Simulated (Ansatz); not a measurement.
Cu3H3⁺, that is (CuH)3 ring with one electron fewer. The state is a doublet with charge 1. Geometry PBE-D4/def2-SVP, that of the neutral singlet; atoms count from 1.

Cartesian coordinates in Å:
```
Cu 0.310 -0.380 1.247
H -0.796 0.869 1.479
Cu -0.875 0.996 -0.199
H -0.438 0.537 -1.760
Cu 0.564 -0.616 -1.048
H 1.234 -1.405 0.281
```

Estimate the Mulliken populations from the PBE0/def2-TZVP orbitals of Ansatz.


```csv
atom,charge (e),spin (α − β),d electrons
Cu1,0.12,0.29,9.67
H2,0.25,0.17,–
Cu3,0.08,0.10,9.82
H4,0.25,0.17,–
Cu5,0.12,0.29,9.67
H6,0.19,-0.02,–
```
Mulliken values depend strongly on the basis.

Where does the spin sit?

Summed by element: Cu 0.68, H 0.32, of 1 unpaired in all. Largest on single atoms: Cu1 0.29, Cu5 0.29, H4 0.17.

And the Mayer bond orders between heavy atoms (over 0.3)?

Cu1–Cu3 0.55 (2.32 Å); Cu1–Cu5 0.72 (2.32 Å); Cu3–Cu5 0.55 (2.32 Å).
